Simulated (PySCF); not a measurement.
This script is equivalent to a calculation on Au⁻ (gold, charge -1).

```python
from pyscf import gto, scf, dft, mp, cc
import basis_set_exchange as bse
txt = bse.get_basis("def2-TZVPPD", elements=["Au"], fmt="nwchem", header=False)
cut = txt.index("\nECP")
mol = gto.M(atom="Au 0 0 0", charge=-1, spin=0, symmetry="D2h",
            basis=gto.basis.parse(txt[:cut]),
            ecp={"Au": gto.basis.parse_ecp(txt[cut:])})
mf = scf.UHF(mol)
mf.irrep_nelec = {'Ag': (4, 4), 'B1g': (1, 1), 'B2g': (1, 1), 'B3g': (1, 1), 'B1u': (1, 1), 'B2u': (1, 1), 'B3u': (1, 1)}
mf.kernel()
```

What total energy does it give?

-134.80585 hartree (calculated).

Which occupied shell lies highest, and where?

6s, at -0.803 eV.

Energies and moments cover only the electrons outside the core potential. Spin-orbit coupling, which splits the p, d and f shells strongly at this Z, is absent.
